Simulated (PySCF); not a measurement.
**Electron affinity of Mo by level of theory**

Mo⁻ [Kr] 4d5 5s2 (6S) → Mo [Kr] 4d5 5s1 (7S), as a difference of total energies. Computed with PySCF 2.14 in def2-TZVPPD with the def2 core potential (28 electrons) (6s4p3d2f1g, 56 functions), with a scalar-relativistic core potential. Correlated levels: valence and next inner shell: nothing frozen outside the core potential. The calculations carry no spin-orbit coupling.

```csv
method,electron affinity (eV),error (eV)
UHF,-0.826,-1.573
MP2 (valence and next inner shell),0.146,-0.601
SCS-MP2 (valence and next inner shell),0.293,-0.454
CCSD (valence and next inner shell),0.264,-0.483
CCSD(T) (valence and next inner shell),0.424,-0.323
```

Reference: 0.747 eV (measured; photodetachment measurements, as compiled on the Wikipedia data page of electron affinities).

Errors of the correlated levels include the incompleteness of this basis.

A negative affinity means that the anion lies above the atom at that level of theory.
